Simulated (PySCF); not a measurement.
Bonds broken one at a time in the series silaethenyl-X. Isolated molecules, 0 K electronic values unless said otherwise. One relaxed conformer stands for each flexible species; it need not be the lowest. Strings in code marks are SMILES.

The four lowest singlet excitations (Tamm–Dancoff). Calculation: PBE0-D3(BJ)/def2-TZVP (PySCF 2.14.0). Excitations are Tamm–Dancoff values on a coarser integration grid. The basis has no diffuse functions, so Rydberg states are missing or too high.

| state | energy (eV) | wavelength (nm) | oscillator strength |
|---|---|---|---|
| S1 | 5.70 | 218 | 0.323 |
| S2 | 5.87 | 211 | 0.063 |
| S3 | 6.25 | 198 | 0.009 |
| S4 | 6.64 | 187 | 0.011 |

**Question.** Name which member gives these states.
A. `C=[SiH]CC` (C–Si–C–C torsion 1°)
B. `C=[SiH]SC` (C–Si–S–C torsion 0°)
C. `C=[SiH]N(C)C` (C–Si–N–C torsion 0°)
D. `C=[SiH]I`

**Answer.** A, `C=[SiH]CC` (C–Si–C–C torsion 1°)
